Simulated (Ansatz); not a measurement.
Question: Name a neutral molecule of C, Cl, N, O, Ta and H with size of the dipole moment (PBE/def2-TZVPP) between 1.50 and 1.80 D and HOMO–LUMO gap (ωB97M-V/def2-TZVPP) between 10.65 and 10.95 eV (Ansatz, PBE0-D4/def2-TZVP geometry).

Answer: `[CH3][Ta](=[NH])([OH])[Cl]` (1.73 D, 10.69 eV). Other molecules can fit too; these were computed, each in one conformer that needn't be the lowest.
